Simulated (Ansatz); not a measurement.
`CBCF` + HI → `CBI` + `CF` at 700 K and 1 bar (ligand exchange at a B–C bond).

Calculated with Ansatz (gas phase, PBE0-D4/def2-TZVP geometries, no zero-point term in ΔE). CCSD(T)/CBS is the MP2 limit (def2-TZVPP, def2-QZVPP) plus CCSD(T) − MP2 in def2-TZVPP, frozen cores. This one scheme is used for every species. def2 core potentials past Kr. For I outer-core shells are correlated without core-valence functions, which leaves a few kJ/mol of doubt a bond. One conformer a species, not always the lowest.

```
species  CCSD(T)/CBS energy (Eh)  H − E (kJ/mol)  S (J/(mol·K))
 `CBCF`               -204.28650           269.7          406.6
     HI               -298.03592            34.6          231.7
  `CBI`               -362.71826           178.2          380.3
   `CF`               -139.63461           133.6          263.9
```

H − E and S are ideal-gas, rigid-rotor, harmonic terms from PBE0-D4/def2-TZVP, for one conformer and one mirror image of each species. 1 Eh = 2625.50 kJ/mol, R = 8.31446 J/(mol·K).

By hand: ΔE, ΔH, ΔS and ΔG.

ΔE = (-362.71826) + (-139.63461) − (-204.28650) − (-298.03592) = -0.03045 Eh = -79.9 kJ/mol. Δ(H − E) = 178.2 + 133.6 − 269.7 − 34.6 = 7.5, so ΔH = -72.4 kJ/mol. ΔS = 380.3 + 263.9 − 406.6 − 231.7 = 5.9 J/(mol·K). ΔG = -72.4 − 700 × (5.9)/1000 = -76.5 kJ/mol.

By hand: the equilibrium constant, and the temperature at which ΔG would vanish if ΔH and ΔS stayed fixed.

log₁₀ K = −ΔG/(RT ln 10) = 5.7. ΔH and −TΔS have one sign here, so there is no such temperature. One of them is within its doubt of zero, so this could turn.

The number of gas molecules stays the same, so ΔS is small and ΔH decides. A doubt of 5 kJ/mol in ΔE shifts log₁₀ K by 0.4 here. Other conformers and mirror images would add mixing entropy, several J/(mol·K) or more a flexible species. Modes under 60 cm⁻¹, often nearly free rotors, make the harmonic entropy too high. These are equilibria of isolated gas molecules and say nothing of rates. Largest T1 diagnostic: 0.011 (customary marks: 0.02 for closed shells, 0.045 for open ones).
